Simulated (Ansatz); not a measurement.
Computed with Ansatz on PBE0-D4/def2-TZVP structures; ΔE is electronic, products minus reactants. CCSD(T)/CBS adds triple-zeta CCSD(T) − MP2 to the extrapolated MP2 energy (def2 sets, frozen cores). DFT in def2-TZVPP. B3LYP here is the variant with VWN-RPA as its local correlation; programs differ in this. Elements past krypton have def2 core potentials. For Br, Sn outer-core shells are correlated without core-valence functions, which leaves a few kJ/mol of doubt a bond. Scalar relativity is left out up to krypton. Each species was taken in one conformer, which may not be the lowest.

Reaction (substitution at a C–C bond): `C[CH2][Al]([Cl])[Br]` + `[NH2][SnH]([F])[Cl]` → `C[NH][SnH]([F])[Cl]` + `[CH3][Al]([Cl])[Br]`

| level | ΔE (kJ/mol) |
| --- | --- |
| BLYP-D4 | 22.8 |
| B3LYP-D4 | 23.9 |
| r2SCAN | 25.3 |
| CCSD(T)/def2-SVP | 21.0 |
| CCSD(T)/def2-TZVPP | 26.6 |
| MP2/def2-QZVPP | 27.7 |
| MP2/CBS(def2) | 27.6 |
| CCSD/CBS(def2) | 25.9 |

Task: What does CCSD(T)/CBS give? (Best estimate.)

Result: The calculation gave: +25.9 kJ/mol. The listed levels differ from it by -3.1, -2.0, -0.6, -4.9, 0.7, 1.8, 1.7, 0.0 kJ/mol.

Largest T1 diagnostic among the species: 0.013.

At CCSD(T), def2-SVP lies −4.9 kJ/mol from the extrapolated value and def2-TZVPP +0.7 kJ/mol. Leaving LDA and LC-ωPBE aside and taking each functional with its dispersion term where it has one, the values, not all of them listed here, spread over 5.0 kJ/mol, from BLYP-D4 to PBE-QIDH.
